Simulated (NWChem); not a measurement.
System: BH$_{2}$SF; SMILES FBS

```xyz
5

B     -0.5391    -0.6030     0.0000
F      0.2966    -1.6420     0.0000
H     -1.7375    -0.8044     0.0000
S      0.1746     1.0567     0.0000
H     -1.0299     1.6900     0.0000
```
Atoms are numbered in this order, from 1.

Results from NWChem. Medium grid unless said otherwise, to which SCAN and Minnesota functionals are sensitive. Structure relaxed at the PBE-D3(BJ)/def2-SVP level.

For level r2SCAN/def2-SVP:

```
Property                     Result
---------------------------  ------
highest occupied level (eV)   -7.31
orbital gap (eV)               6.18
```

How do the values read with level HCTH/407/def2-SVP instead?


- highest occupied level (eV): -7.14
- orbital gap (eV): 5.62
